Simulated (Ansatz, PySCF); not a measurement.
Conformers of propylene glycol (SMILES CC(O)CO), B3LYP-D3(BJ)/def2-TZVP minima from an xTB search, which can miss the lowest.
Conformer 1 (charge 0, multiplicity 1):
```xyz
13

C     -1.47510    -0.36556    -0.22577
C     -0.14305     0.36470    -0.26159
O      0.16490     0.96420     1.00676
C      1.02237    -0.56503    -0.55183
O      2.25475     0.12952    -0.59431
H     -2.29058     0.32335     0.00442
H     -1.46242    -1.14503     0.53795
H     -1.69153    -0.82558    -1.19249
H     -0.15869     1.14337    -1.03413
H     -0.43870     1.69666     1.16530
H      1.04031    -1.35547     0.21096
H      0.88720    -1.03485    -1.52700
H      2.29055     0.66973     0.20537
```

Frozen-core correlation. CBS(a, b) extrapolates the correlation energy as X⁻³ and adds the Hartree–Fock energy of set b. MP2 and its Hartree–Fock in cc-pVQZ are density fitted. Rows in 6-31G* carry no dispersion term and start afresh at each structure (6-31G* with six Cartesian d functions).

Programs: Ansatz (an electronic-structure program); PySCF for 6-31G* rows. Values without a source in brackets are computed.

Electronic energies of 5 conformers above conformer 1 (kcal/mol):

| level | conformer 1 | conformer 2 | conformer 3 | conformer 4 | conformer 5 |
|---|---|---|---|---|---|
| PBE/def2-TZVPP | 0.00 | -0.27 | -0.14 | 0.82 | 2.37 |
| B3LYP/6-31G* | 0.00 | -0.12 | -0.09 | 0.73 | 2.58 |
| wB97M-V/def2-TZVPP | 0.00 | 0.02 | 0.20 | 0.89 | 2.55 |
| MP2/CBS(cc-pVTZ, cc-pVQZ) + ΔCCSD(T)/cc-pVTZ | 0.00 | 0.03 | 0.34 | 0.99 | 2.56 |

Problem. Give Boltzmann populations at 298.15 K for each level, counting each conformer once and leaving out zero-point, thermal and symmetry terms.

Solution. 
Weights exp(−E/RT) with RT = 0.5925 kcal/mol, divided by their sum:
- PBE/def2-TZVPP: 24 %, 38 %, 31 %, 6 %, 0 %
- B3LYP/6-31G*: 27 %, 33 %, 32 %, 8 %, 0 %
- wB97M-V/def2-TZVPP: 34 %, 33 %, 24 %, 8 %, 0 %
- MP2/CBS(cc-pVTZ, cc-pVQZ) + ΔCCSD(T)/cc-pVTZ: 37 %, 35 %, 21 %, 7 %, 0 %
The share of conformer 1 runs from 24 to 37 % over these levels.
